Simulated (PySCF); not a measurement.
NMR problem set

How the numbers were obtained: σ from GIAO-PBE0/pcSseg-1, GFN2-xTB geometry, in PySCF (averaged over atoms made equivalent by symmetry, fast rotation or ring inversion, single conformer, no solvent model, relativity neglected).

Chemical shifts δ = σref − σ; 1H, 13C against TMS, all at this level. Where no couplings were computed, multiplicities follow the n + 1 count of equivalent neighbours, and m marks all less simple cases (inequivalent or close neighbours, rings, F or P nearby). Shifts are as computed. Against solution values, carbons near 30 ppm lie about +3 ppm off and those near 130 ppm about +5 ppm. Of 1211 compounds with measured shifts, 218 miss one by over three times the rms of a fit or turn the order of signals round; such compounds aren't used in these exercises.

Task: C$_{7}$H$_{8}$O$_{2}$. 1H NMR (600 MHz, computed): δ 6.31 (m, 1H), 5.58 (m, 1H), 5.49 (m, 1H), 5.41 (s, 1H), 5.32 (m, 1H), 5.27 (m, 1H), 2.39 (d, 2H). 13C{1H} NMR (computed): δ 145.4 (C), 144.6 (CH), 134.0 (CH), 133.9 (CH), 129.9 (CH), 121.2 (CH2), 41.3 (CH2). Identify the compound.

Result: `InChI=1S/C7H8O2/c1-2-3-7-6-8-4-5-9-7/h2,4-6H,1,3H2`. The formula gives 4 degrees of unsaturation (1 ring in the answer). 7 carbon signals for 7 carbons: no two carbons are equivalent. Carbon types of the structure: 1 × C, 4 × CH, 2 × CH2, which accounts for all hydrogens. δC 145.4, 134.0, 133.9, 129.9: alkene carbon bearing oxygen. δC 144.6: alkene CH; an sp2 carbon of a C=C bond. δC 121.2: terminal =CH2 carbon; as expected for a trigonal carbon in a double bond. δH 6.31: hydrogen on an alkene CH; olefinic region.

The data come from this structure; uniqueness wasn't tested.

Task: C$_{7}$H$_{8}$O$_{2}$. 1H NMR (400 MHz, computed): δ 10.31 (s, 1H), 6.37 (s, 1H), 4.24 (s, 3H), 2.35 (s, 3H). 13C{1H} NMR (computed): δ 193.1, 168.0, 121.3, 111.1, 80.9, 60.7, 6.5. Identify the compound.

Result: SMILES CC#C/C=C(\C=O)OC. Rings plus π bonds: 4 (no ring in the answer). 7 carbon signals for 7 carbons: no two carbons are equivalent. Carbon types of the structure: 3 × C, 2 × CH, 2 × CH3, which accounts for all hydrogens. δC 193.1: aldehyde carbonyl carbon; the double bond to the heteroatom, with no lone-pair donor beside it, deshields it most. δC 168.0: alkene carbon bearing oxygen; an sp2 carbon further deshielded by the attached heteroatom. δC 60.7: methyl carbon bonded to O; the inductive effect lowers its shielding. δH 10.31: hydrogen on an aldehyde carbonyl carbon; the C=O anisotropy and electron withdrawal place aldehyde protons far downfield.

The shifts were computed for this structure.
